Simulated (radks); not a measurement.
Question: The mean radii <r> (bohr) of the occupied orbitals of an atom or ion are listed with their occupations. Method: Dirac Kohn-Sham, PBE, spin-unpolarised, spherical densities, point nucleus; computed with a radial shooting solver on a logarithmic mesh with Libxc functionals.

| orbital | occ. | <r> |
|---|---|---|
| 1s1/2 | 2 | 0.01966 |
| 2s1/2 | 2 | 0.08274 |
| 2p1/2 | 2 | 0.06872 |
| 2p3/2 | 4 | 0.07622 |
| 3s1/2 | 2 | 0.2162 |
| 3p1/2 | 2 | 0.2061 |
| 3p3/2 | 4 | 0.2201 |
| 3d3/2 | 4 | 0.1935 |
| 3d5/2 | 6 | 0.1978 |
| 4s1/2 | 2 | 0.4878 |
| 4p1/2 | 2 | 0.4956 |
| 4p3/2 | 4 | 0.5280 |
| 4d3/2 | 4 | 0.5534 |
| 4d5/2 | 6 | 0.5649 |
| 5s1/2 | 2 | 1.209 |
| 5p1/2 | 2 | 1.369 |
| 5p3/2 | 4 | 1.489 |
| 6s1/2 | 2 | 3.925 |
| 4f5/2 | 6 | 0.7780 |
| 4f7/2 | 8 | 0.8043 |

Name the element and its charge. Open shells, if any, fill j = l - 1/2 first.

Answer: Z = 70, ytterbium, charge 0: Yb in [Xe] 4f14 6s2. The 1s radius gives Z: for a bare nucleus <r> = (2 gamma + 1)/(2Z) with gamma = sqrt(1 - (Z/c)^2), 0.01942 bohr for Z = 70, and screening makes it slightly larger (0.01966 here). The occupations add up to 70, and the charge is Z minus that.
